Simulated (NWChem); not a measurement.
Species: CH$_{5}$AlOS; SMILES [CH3][Al]([OH])[SH]

```xyz
9

Al     0.0924     0.3579    -0.0001
C     -1.3870     1.6403    -0.0003
H     -2.3570     1.1301    -0.0007
H     -1.3548     2.2915    -0.8828
H     -1.3553     2.2909     0.8827
O      1.7596     0.7713     0.0001
H      2.0553     1.6899    -0.0006
S     -0.2805    -1.8119    -0.0001
H      1.0303    -2.1420     0.0000
```
Atoms are numbered in this order, from 1.

Computed with NWChem. The geometry was optimised at B3LYP/6-31G* (spherical d). Vzz is the largest principal value of the second derivative of the potential at the nucleus (NWChem prints the opposite sign); η is the asymmetry. Non-relativistic.

```csv
level,Vzz Al1 (a.u.),η Al1,Vzz O6 (a.u.),η O6,Vzz S8 (a.u.),η S8
CAM-B3LYP/def2-TZVP,(withheld),0.37,1.357,0.12,(withheld),0.64
CAM-B3LYP/cc-pVTZ,1.131,0.37,1.355,0.12,1.690,0.66
Hartree-Fock/def2-TZVP,1.154,0.39,1.434,0.13,1.939,0.53
Hartree-Fock/def2-SVP,0.918,0.36,1.485,0.18,1.768,0.61
```

Q: Fill in the missing entries.

A: 
- CAM-B3LYP/def2-TZVP, Vzz Al1 (a.u.): 1.083
- CAM-B3LYP/def2-TZVP, Vzz S8 (a.u.): 1.876
